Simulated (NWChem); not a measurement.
System: SiH₃SF; SMILES [SiH2](F)S

NWChem input:

```
start job
memory heap 200 mb stack 900 mb global 1100 mb
geometry units angstroms noautosym nocenter noautoz
  Si    -0.643932     0.576547    -0.096936
  F      0.728931     1.339027     0.316499
  S     -0.324093    -1.496032    -0.449344
  H     -1.597825     0.789196     1.022462
  H     -1.123141     1.134244    -1.386144
  H     -0.182369    -1.811871     0.857137
end
basis spherical
  Si library 6-311g**
  F library 6-311g**
  S library 6-311g**
  H library 6-311g**
end
dft
  xc pbe0
  iterations 150
end
tddft
  cis
  ecut -23.0
  nroots 6
  notriplet
end
task tddft energy
```

Coordinates come from a PBE0/def2-SVP optimisation.

Core excitations by TDA in a window of 1s orbitals, non-relativistic and unshifted: absolute energies depend strongly on the exact-exchange share.

Q: Give the results of this calculation. (PBE0/6-311G** (spherical d), restricted-window TDA.) Quantities: first 1s excitation (eV); dipole oscillator strength of the first; first state with f > 0.002 (eV); dipole oscillator strength of that state.

A: 
```
Quantity                                  Result
----------------------------------------  ------
first 1s excitation (eV)                   671.7
dipole oscillator strength of the first   0.0093
first state with f > 0.002 (eV)            671.7
dipole oscillator strength of that state  0.0093
```
